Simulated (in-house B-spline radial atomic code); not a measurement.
Whole-atom quantities along the 21-electron series, configuration 1s2 2s2 2p6 3s2 3p6 3d3/2(3). Breit and QED terms are first order and not part of the total energy; the density at the nucleus is averaged over the nuclear charge. Computed with a B-spline radial code for spherical atoms: Dirac-Hartree-Fock, jj configuration that fills j = l - 1/2 first, finite nuclei.

| ion | Z | E/Z² (Eh) | Σ<r²> (bohr²) | n(0)/Z³ (bohr⁻³) | Lamb diamagnetic shielding (ppm) | repulsion over attraction | Breit energy (eV) | self-energy (eV) | vacuum polarisation (eV) |
| --- | --- | --- | --- | --- | --- | --- | --- | --- | --- |
| Tb44+ | 65 | -2.39 | 0.65393 | 2.3344 | 6189.41 | 0.061447 | 270.05 | 233.1 | -37.044 |
| Dy45+ | 66 | ? | ? | ? | ? | ? | ? | ? | ? |
| Ho46+ | 67 | ? | ? | ? | ? | ? | ? | ? | ? |
| Er47+ | 68 | -2.4168 | 0.58336 | 2.5751 | 6566.37 | 0.058604 | 313.51 | 275.46 | -45.682 |
| Tm48+ | 69 | -2.4257 | 0.56221 | 2.6762 | 6694.92 | 0.057701 | 329.05 | 290.88 | -48.94 |
| Yb49+ | 70 | -2.4346 | 0.54211 | 2.7649 | 6824.9 | 0.056821 | 345.14 | 307 | -52.387 |
| Lu50+ | 71 | -2.4435 | 0.52299 | 2.8618 | 6956.45 | 0.055961 | 361.78 | 323.83 | -56.052 |
| Hf51+ | 72 | -2.4524 | 0.50479 | 2.978 | 7089.71 | 0.05512 | 379.01 | 341.42 | -59.958 |
| Ta52+ | 73 | ? | ? | ? | ? | ? | ? | ? | ? |
| W53+ | 74 | -2.4703 | 0.47094 | 3.2172 | 7361.29 | 0.053494 | 415.23 | 378.97 | -68.503 |

Problem. Fill in the row of Dy45+.

Solution. E/Z² (Eh): -2.3989; Σ<r²> (bohr²): 0.62914; n(0)/Z³ (bohr⁻³): 2.3988; Lamb diamagnetic shielding (ppm): 6313.64; repulsion over attraction: 0.060476; Breit energy (eV): 284.02; self-energy (eV): 246.6; vacuum polarisation (eV): -39.741.

Problem. Fill in the row of Ho46+.

Solution. E/Z² (Eh): -2.4079; Σ<r²> (bohr²): 0.60564; n(0)/Z³ (bohr⁻³): 2.4894; Lamb diamagnetic shielding (ppm): 6439.32; repulsion over attraction: 0.059528; Breit energy (eV): 298.51; self-energy (eV): 260.71; vacuum polarisation (eV): -42.624.

Problem. Fill in the row of Ta52+.

Solution. E/Z² (Eh): -2.4613; Σ<r²> (bohr²): 0.48746; n(0)/Z³ (bohr⁻³): 3.0956; Lamb diamagnetic shielding (ppm): 7224.63; repulsion over attraction: 0.054298; Breit energy (eV): 396.82; self-energy (eV): 359.79; vacuum polarisation (eV): -64.103.

Problem. With what power of Z does the column «vacuum polarisation (eV)» change over this range?

Solution. A fit of the logarithm of its size against log Z from Z = 65 to 74 has slope 4.74.
